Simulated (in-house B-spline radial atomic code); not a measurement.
Configurations of V III (V2+), with energies counted from [Ar] 3d3. Computed with an all-electron radial atomic-structure program (B-spline basis): non-relativistic LDA exchange-only, spin-polarised, spherical fractional occupations, point nucleus. Shells without spins written out take the highest spin.

Occupations are held fixed; configurations that lie above the ionisation limit could autoionise.

```csv
configuration,E - E(ref) (eV),highest orbital,its <r> (bohr)
[Ar] 3d2 4s1,5.2168,4s up,2.682
"[Ar] 3d(1 up, 1 down) 4s(1 up, 0 down)",6.8361,4s up,2.71
"[Ar] 3d(2 up, 0 down) 4p(0 up, 1 down)",11.069,4p down,3.18
[Ne] 3s2 3p5 3d3 4s1,40.604,4s up,2.647
"[Ne] 3s2 3p(3 up, 2 down) 3d(0 up, 3 down) 4p(0 up, 1 down)",49.812,4p down,3.055
[Ne] 3s2 3p5 3d3 4d1,52.911,4d up,4.194
"[Ne] 3s2 3p(3 up, 2 down) 3d(3 up, 0 down) 4f(0 up, 1 down)",57.23,4f down,5.929
```

Question: Order these further configurations by energy, lowest first.
A. [Ar] 3d2 4p1
B. [Ne] 3s2 3p5 3d3 4f1
C. [Ne] 3s2 3p5 3d4
D. [Ar] 3d2 4d1
E. [Ne] 3s2 3p5 3d3 4p1

Answer: A (10.38 eV), D (17.265 eV), C (34.102 eV), E (45.879 eV), B (57.076 eV).

Question: How far above the reference does [Ar] 3d2 4f1 lie?

Answer: 21.301 eV; its least bound orbital is 4f up with <r> = 5.774 bohr.

Question: How far above the reference does [Ar] 3d(1 up, 2 down) lie?

Answer: 2.1137 eV; its least bound orbital is 3d up with <r> = 1.335 bohr.
